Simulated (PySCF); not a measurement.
How methods differ on the excitation energy of Bi²⁺

Bi²⁺ [Xe] 4f14 5d10 6s2 6p1 (2P) → Bi²⁺ [Xe] 4f14 5d10 6s1 6p2 (4P), as a difference of total energies. Calculation: PySCF 2.14, in aug-cc-pwCVTZ-DK3 with one added diffuse shell each of s, d, f type (12s10p9d6f1g, 138 functions); scalar relativity by spin-free X2C-1e. The calculations carry no spin-orbit coupling.

```
method  excitation energy (eV)
   UHF                   7.759
 M06-L                   9.901
 B3LYP                   9.929
```

Spin-orbit coupling is strong in these open shells (close to jj coupling). The scalar numbers leave it out and a first-order estimate fails, so it can dominate the gap to the real levels.
